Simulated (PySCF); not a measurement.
Correlation energy of Sb⁺ (antimony, charge +1)

[Kr] 4d10 5s2 5p2, high-spin 3P determinant. Computed with PySCF 2.14 in x2c-SVPall, with the spin-free X2C one-electron Hamiltonian (Gaussian nucleus). Frozen: [Kr] 4d10; 4 electrons correlated.

MP2 pair energies summed by pair of shells (mhartree):

```tsv
pair	energy	share (%)
5s-5p	-20.21	59.4
5s-5s	-10.35	30.4
5p-5p	-3.45	10.2
```

Total MP2 correlation energy: -34.01 mhartree.

Same-spin part -5.77 and opposite-spin part -28.24 mhartree; SCS-MP2 scales them by 1/3 and 6/5 to -35.81 mhartree.

```tsv
level	correlation energy (mhartree)
CCSD	-47.81
(T)	-0.48
CCSD(T)	-48.29
```

Diagnostics: T1 = 0.0068, D1 = 0.0186, largest double amplitude 0.097.

**Question.** Is a single reference adequate?

**Answer.** Mostly. T1 lies below 0.03, but a double amplitude of this size points to a near-degeneracy that CCSD handles and MP2 describes poorly.
